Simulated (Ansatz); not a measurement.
System: dihydroxy(dimethyl)silane, C2H8O2Si (charge 0, singlet). 
Coordinates optimised at B3LYP-D3(BJ)/def2-TZVP (Ansatz, a quantum-chemistry and plane-wave program):
```xyz
13

C      1.4833    -1.0775     0.1351
Si    -0.0107     0.0383    -0.0016
C     -1.5197    -0.8994    -0.5443
O     -0.2522     0.8012     1.4518
O      0.2100     1.2233    -1.1264
H      1.3283    -1.8692     0.8731
H      2.3744    -0.5164     0.4270
H      1.6926    -1.5580    -0.8231
H     -1.3840    -1.3129    -1.5459
H     -1.7355    -1.7267     0.1356
H     -2.3903    -0.2416    -0.5653
H      0.0753     0.3754     2.2465
H      0.7448     1.9795    -0.8731
```

Property: vertical ionisation energy (to the doublet state of charge +1; each state is the SCF solution reached for its spin), in eV. Correlated levels leave the core frozen unless marked. Open shells are spin-unrestricted. No spin-orbit coupling. Non-relativistic. CBS marks a two-point X^-3 extrapolation of the correlation energy; Hartree-Fock from the larger set. The bracket is a focal-point correction in the basis named.

```
level                                                                      program  vertical ionisation energy (eV)
-------------------------------------------------------------------------  -------  -------------------------------
BHLYP/def2-TZVPD                                                            Ansatz                            10.38
CAM-B3LYP/def2-TZVPD                                                        Ansatz                            10.31
B2PLYP/def2-TZVPD                                                           Ansatz                            10.19
RI-MP2/aug-cc-pV(T+d)Z                                                      Ansatz                            10.68
SCS-MP2/aug-cc-pV(D+d)Z                                                     Ansatz                            10.57
CCSD(T)/aug-cc-pV(D+d)Z                                                     Ansatz                            10.38
RI-MP2/CBS(aug-cc-pV(T+d)Z,aug-cc-pV(Q+d)Z)+[CCSD(T)-MP2]/aug-cc-pV(T+d)Z   Ansatz                            10.62
```
